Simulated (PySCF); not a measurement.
Harmonic spectrum computed at PBE0 in the def2-SVP basis family (core potentials from Rb on, PySCF, no spin–orbit coupling):

```tsv
ω (cm⁻¹)	IR (km/mol, summed over degenerate members)	degeneracy
89	14.6	1
111	2.8	2
445	10.0	1
480	224	2
```

Question: Which molecule gave it? In each, all ligands are bound to the one heavy central atom.
A. OsCl₃⁺ (triplet)
B. HfCl₃⁺ (singlet)
C. ReCl₃⁺ (quartet)
D. PdCl₃⁺ (triplet)
E. ZrCl₃⁺ (singlet)

Answer: E. It has C3v symmetry with Zr–Cl 2.259 Å (×3).
